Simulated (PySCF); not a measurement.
Predicted microwave data (PBE0-D3(BJ)/def2-SVP geometry optimisation, gas phase (PySCF 2.14.0)) for one isomer of C3H9B:

* Rotational constants: A = 25186, B = 3731, C = 3456 MHz
* Dipole components: |μa| = 0.62 D, |μb| = 0.32 D, |μc| = 0.00 D
* Inertial defect: -9.27 u·Å²
* κ: -0.97

Problem. Which candidate fits, each taken in the one conformer that was computed?
A. `[BH2:1][CH2:2][CH2:3][CH3:4]` with H–B1–C2–C3 2° and -179°, B1–C2–C3–C4 -179°
B. `[H]B([H])CCC` (BH2(nPr))
C. `[CH3:1][BH:2][CH2:3][CH3:4]` with C1–B2–C3–C4 -2°

Solution. A. It is BCCC, a near-prolate asymmetric top. The candidates at the same level (rigid rotor, commonest isotopes):

```
      SMILES  A (MHz)  B (MHz)  C (MHz)  μa (D)  μb (D)  μc (D)  Δ (u·Å²)  point group                        rotor
        BCCC    25186     3731     3456    0.62    0.32    0.00     -9.27            –  near-prolate asymmetric top
        CBCC    13359     4730     3731    0.19    0.37    0.13     -9.23            –               asymmetric top
[H]B([H])CCC    23006     3881     3650    0.79    0.22    0.03    -13.74      near Cs  near-prolate asymmetric top
```

`[H]B([H])CCC` has A 9 % too low; `CBCC` has A 47 % too low. No structure here is proved a minimum.
